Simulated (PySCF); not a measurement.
Match the calculated data to a structure.

All candidates are C5H7NOSi.

* 1H NMR: chemical shifts (computed TMS as zero) by class: 8.62 (2 H), 6.70 (2 H), 5.06 (3 H) ppm [GIAO PBE0/pcSseg-1]
* Valence photoelectron: vertical ionisation energy: 9.38 eV [ΔSCF wB97X-D/def2-SVPD]
* UV, strongest line: among the 10 lowest singlet transitions: S7 at 7.07 eV (175 nm, f = 0.731) [TDDFT wB97X-D/def2-SVPD]
* Rotational structure: rotational constants A, B, C: 5.095, 1.027, 0.863 GHz [PBE0-D3(BJ)/def2-SVP]
* UV, first state: lowest singlet excitation: 5.34 eV (232 nm, f = 0.000) [TDDFT wB97X-D/def2-SVPD]
* 13C NMR: chemical shifts (computed TMS as zero) by class: 168.2 (1 C), 157.3 (2 C), 116.9 (2 C) ppm [GIAO PBE0/pcSseg-1]
* NMR, other nuclei: isotropic shieldings of nuclei other than C and H, by class: -75 (1 N), 228 (1 O), 386 (1 Si) ppm [GIAO PBE0/pcSseg-1]
* Dipole: 2.80 D [wB97X-D/def2-SVPD]
* Triplet: lowest triplet excitation (Tamm–Dancoff): 4.35 eV [TDA wB97X-D/def2-SVPD]
* Polarisability: 93.3 au [wB97X-D/def2-SVPD]

Electronic properties: PySCF, gas phase, density fitting. Levels stand in brackets. Isolated species at its PBE0-D3(BJ)/def2-SVP geometry (one conformer only). Each NMR value is the plain mean over a class of atoms that symmetry, rotation or inversion makes alike.

Question: Which candidate is it?
A. `[SiH3]Oc1ccncc1`
B. `[SiH3]Oc1ccccn1`
C. `[H]/N=C\[SiH2]c1ccco1`
D. `O=C=N[SiH]1CC=CC1`

Answer: A. It is `[SiH3]Oc1ccncc1`. Numbering: `[SiH3:1][O:2][c:3]1[cH:4][cH:5][n:6][cH:7][cH:8]1`. Its formula, C5H7NOSi, gives 4 degrees of unsaturation: 1 ring and 3 π bonds in the structure found (Kekulé form). 5 carbons fall into 3 classes; from least to most shielded: aromatic carbon bearing oxygen [C3] (168.2 ppm), aromatic CH next to a ring nitrogen [C5/C7] (157.3 ppm, 2 C), aromatic CH carbon [C4/C8] (116.9 ppm, 2 C, up to 5.9 ppm apart in this geometry). Hydrogen classes from least to most shielded: 2 H on 2 like atoms (aromatic CH next to a ring nitrogen), C5/C7 (8.62 ppm), 2 H on 2 aromatic CH carbons, C4/C8 (6.70 ppm), 3 H on an oxygen-bound silicon, Si1 (5.06 ppm). The other shieldings belong to: -75 ppm, pyridine-type nitrogen [N6]; 228 ppm, silyl ether oxygen [O2]; 386 ppm, oxygen-bound silicon [Si1]. The first electron is taken from the HOMO, whose largest Löwdin shares are 0.21 on the silyl ether oxygen, 0.19 on an aromatic CH carbon, 0.18 on the pyridine-type nitrogen and 0.16 on the aromatic carbon bearing oxygen. By its constants the optimised geometry is an asymmetric top.

The others, at the same levels:
- `[SiH3]Oc1ccccn1` fails: it has 5 carbon classes against 3; its computed 13C shifts are 168.2 (1 C), 153.2 (1 C), 145.2 (1 C), 121.2 (1 C), 115.6 (1 C) ppm, 1H shifts are 8.27 (1 H), 7.72 (1 H), 6.89 (1 H), 6.88 (1 H), 4.96 (3 H) ppm and rotational constant A is 4.810 GHz (against 5.095 GHz).
- `[H]/N=C\[SiH2]c1ccco1` fails: it has 5 carbon classes against 3; its computed 13C shifts are 189.5 (1 C), 154.7 (1 C), 151.3 (1 C), 132.4 (1 C), 116.4 (1 C) ppm, 1H shifts are 13.01 (1 H), 9.17 (1 H), 7.91 (1 H), 7.13 (1 H), 6.67 (1 H), 4.74 (2 H) ppm and rotational constant A is 3.519 GHz (against 5.095 GHz).
- `O=C=N[SiH]1CC=CC1` fails: its computed 13C shifts are 140.0 (2 C), 127.1 (1 C), 20.9 (2 C) ppm, 1H shifts are 6.12 (2 H), 5.19 (1 H), 1.64 (2 H), 1.60 (2 H) ppm and rotational constant A is 3.672 GHz (against 5.095 GHz).

Each candidate is one conformer, not necessarily the lowest. Dipoles, sizes and rotational constants follow the conformer. The torsions of the flexible species, by atom-mapped SMILES:
- `[SiH3:1][O:2][c:3]1[cH:4][cH:5][n:6][cH:7][cH:8]1`: Si1–O2–C3–C4 178°
- `[SiH3:1][O:2][c:3]1[cH:4][cH:5][cH:6][cH:7][n:8]1`: Si1–O2–C3–C4 180°
- `[H]/[N:1]=[CH:2]\[SiH2:3][c:4]1[cH:5][cH:6][cH:7][o:8]1`: N1–C2–Si3–C4 -8°, C2–Si3–C4–C5 -124°

The conformers of `O=C=N[SiH]1CC=CC1` aren't listed.
